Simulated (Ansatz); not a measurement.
C8H18GeN2⁻, that is Ge(vinyl)2(NMe2)2 with one electron more. Charge -1, multiplicity 2. Geometry PBE-D4/def2-SVP; atoms count from 1.

Cartesian coordinates in Å:
```
Ge 0.340 0.029 0.491
C 0.153 -1.265 1.899
C -0.227 -0.978 3.202
H 0.544 -2.275 1.672
H -0.635 0.009 3.484
H -0.102 -1.704 4.027
C 1.627 1.433 0.729
C 2.391 2.008 -0.275
H 1.895 1.636 1.783
H 2.172 1.818 -1.340
H 3.275 2.636 -0.058
N -1.380 0.806 0.221
C -2.597 0.114 0.522
C -1.522 1.992 -0.571
H -3.325 0.759 1.086
H -2.372 -0.772 1.154
H -3.159 -0.251 -0.388
H -0.540 2.503 -0.665
H -1.908 1.803 -1.614
H -2.238 2.726 -0.110
N 0.716 -0.777 -1.195
C 2.012 -1.363 -1.396
C -0.341 -1.438 -1.906
H 2.098 -2.435 -1.050
H 2.785 -0.772 -0.859
H 2.294 -1.371 -2.483
H -1.306 -0.925 -1.714
H -0.167 -1.423 -3.016
H -0.482 -2.525 -1.632
```

Single mean-field runs in def2-TZVP are fitted with def2-universal-jkfit. The highest occupied level of the relaxed charge -1 doublet lies above zero (up to 1.58 eV). By energy differences it is unbound by 0.53 eV (each at its own geometry, against the charge 0 singlet, at PBE0-D4/def2-TZVP) and held by the finite basis.

Estimate the Mulliken populations from the PBE0/def2-TZVP orbitals of Ansatz.


```csv
atom,charge (e),spin (α − β)
Ge1,0.51,0.20
C2,-0.37,0.07
C3,-0.36,0.40
H4,0.08,-0.01
H5,0.09,-0.02
H6,0.07,-0.02
C7,-0.35,0.06
C8,-0.36,0.36
H9,0.08,-0.01
H10,0.10,-0.02
H11,0.07,-0.02
N12,-0.26,0.00
C13,-0.28,0.01
C14,-0.27,0.01
H15,0.07,0.00
H16,0.15,0.00
H17,0.05,0.00
H18,0.15,0.00
H19,0.06,0.00
H20,0.07,0.00
N21,-0.25,-0.01
C22,-0.30,0.01
C23,-0.27,0.00
H24,0.06,0.00
H25,0.15,0.00
H26,0.07,0.00
H27,0.13,0.00
H28,0.07,0.01
H29,0.06,0.00
```
Mulliken values depend strongly on the basis.

Where does the spin sit?

Summed by element: Ge 0.20, C 0.91, H -0.10, N -0.01, of 1 unpaired in all. Largest on single atoms: C3 0.40, C8 0.36, Ge1 0.20.

And the Mayer bond orders between heavy atoms (over 0.3)?

Ge1–C2 1.07 (1.92 Å); Ge1–C7 1.08 (1.92 Å); Ge1–N12 0.92 (1.91 Å); Ge1–N21 0.89 (1.91 Å); C2–C3 1.60 (1.39 Å); C7–C8 1.62 (1.39 Å); N12–C13 1.03 (1.43 Å); N12–C14 1.03 (1.43 Å); N21–C22 1.02 (1.44 Å); N21–C23 1.03 (1.44 Å).
